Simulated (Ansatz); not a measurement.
System: tetraethynylsilane, C$_{8}$H$_{4}$Si, charge 0, multiplicity 1. 
Coordinates optimised at B3LYP-D3(BJ)/def2-TZVP (Ansatz, a program for electronic structure):
```xyz
13

C     -1.7653     0.8909    -2.2852
C     -1.0616     0.5358    -1.3742
Si     0.0000     0.0000     0.0000
C      1.0638     1.3796     0.5172
C      1.7690     2.2942     0.8600
C      1.0345    -1.3927    -0.5410
C      1.7202    -2.3160    -0.8997
C     -1.0367    -0.5227     1.3981
C     -1.7239    -0.8692     2.3249
H     -2.3867     1.2045    -3.0897
H      2.3917     3.1019     1.1628
H      2.3258    -3.1313    -1.2164
H     -2.3307    -1.1751     3.1433
```
Charge 0, spin multiplicity 1.

Basis-set convergence of Hartree-Fock and CCSD correlation energies (hartree) with Ansatz. Valence correlation only, unless marked. No spin-orbit coupling. Non-relativistic.

```
basis            functions       E(HF)  E(corr, CCSD)
---------------  ---------  ----------  -------------
aug-cc-pV(D+d)Z        252  -594.03865       -1.14788
aug-cc-pV(T+d)Z        515           …              …
```

What belongs in the gaps?


- aug-cc-pV(T+d)Z, E(HF): -594.12961
- aug-cc-pV(T+d)Z, E(corr, CCSD): -1.33712
